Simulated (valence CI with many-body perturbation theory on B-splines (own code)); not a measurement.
The numbers below are computed, except where a source is named.
Basis-set convergence for Re⁶⁸⁺

Method: valence CI with perturbative core correlation (CI+MBPT): five valence electrons over a frozen Dirac-Fock core [He], a basis of 9 s, 9 p, 8 d, 6 f, 3 g, 1 h functions for each j, with the one-electron correlation potential Σ1, the two-electron term Σ2, the three-electron term Σ3, Breit, model QED; selected CI, second order for the rest, scaled by the run's own slope (own B-spline code, finite nucleus).

The last digits are not significant, and no measured levels were compared; by estimate large intervals hold to a few tenths of a per cent, small ones and those within an open d or f shell to about a per cent. Among the levels kept, up to 3900 cm⁻¹ of a level comes from second order outside the variational space, and about a tenth of that is noise between levels of different J, which matters for small intervals.

The reference run has the lowest level (2s^2 2p1/2^2 2p3/2) J=3/2 and an ionisation energy of 17124.4 eV. Its largest variational space holds 20000 state functions.

Levels are named by their leading jj configuration (3d3/2^4 stands for four electrons in 3d with j = 3/2), which in mixed levels can hold well under half, so a name can repeat and another be missing. Letters in brackets count levels of one name in rising energy.

Changed runs:
A. basis 6 s, 6 p, 5 d, 3 f, 1 g
B. basis 5 s, 5 p, 4 d, 2 f

Excitation energies of the reference run in eV, and shifts in cm⁻¹:

```tsv
Level	Reference	A	B
(2s^2 2p1/2 2p3/2^2) J=3/2	1477.7	+96	-212
(2s^2 2p1/2 2p3/2^2) J=5/2	1500.8	+284	+267
(2s^2 2p1/2 2p3/2^2) J=1/2	1554.8	+122	+198
(2s 2p1/2^2 2p3/2^2) J=5/2	1831.6	+17	-368
(2s 2p1/2^2 2p3/2^2) J=1/2	1939.9	-58	-129
(2s 2p1/2^2 2p3/2^2) J=3/2	1941.1	+115	+126
(2s^2 2p3/2^3) J=3/2	3035.8	+221	+42
(2s 2p1/2 2p3/2^3) J=3/2 [a]	3337.7	-19	-568
(2s 2p1/2 2p3/2^3) J=5/2	3379.2	+271	+42
(2s 2p1/2 2p3/2^3) J=1/2	3446.2	+162	-30
(2s 2p1/2 2p3/2^3) J=3/2 [b]	3454.1	+280	+278
(2p1/2^2 2p3/2^3) J=3/2	3844.6	-69	-280
Ionisation energy (eV)	17124.4	-0.0045	-0.1
```
